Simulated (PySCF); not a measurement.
NMR data simulated for an unnamed compound:

1H NMR (500 MHz, computed): δ 6.27 (m, 1H), 6.27 (m, 1H), 6.12 (m, 1H), 4.26 (s, 2H), 2.32 (m, 2H), 2.31 (m, 2H).

13C{1H} NMR (computed): δ 142.3 (C), 135.8 (CH), 131.8 (CH), 131.3 (CH), 57.4 (CH2), 28.5 (CH2), 26.7 (CH2).

- GFN2-xTB structure
- shielding tensors at PBE0/pcSseg-1 (GIAO)
- code: PySCF 2.14.0 with density-fitted response routines
- one averaged value for each set of equivalent atoms, isolated molecule, a single conformation, no relativistic terms

Referencing at the same level of theory: TMS for 1H, 13C.

Which of these does the molecule contain: a tert-butyl group, a methoxy group, a non-aromatic C=C double bond, a benzene ring?

Answers


- A tert-butyl group: no.
- A methoxy group: no.
- A non-aromatic C=C double bond: yes.
- A benzene ring: no.

The data belong to SMILES ClCC1=CC=CCC1, C7H9Cl; they needn't prove each group on their own.

Carbon signals by region: 4 in the sp2 and nitrile region (100–160 ppm), 1 at 50–100 ppm, 2 below 50 ppm.

Carbons that carry Cl, above all several Cl atoms, come out too deshielded, partly because spin–orbit coupling is missing. Shifts are as computed. Against solution values, carbons near 30 ppm lie about +3 ppm off and those near 130 ppm about +5 ppm; carbons on Cl a further +6 ppm. Of 1211 compounds with measured shifts, 218 miss one by over three times the rms of a fit or turn the order of signals round; such compounds aren't used in these exercises. Multiplicities follow the n + 1 count of equivalent neighbours, as no J values were calculated; m marks all less simple cases, F and P coupling included.
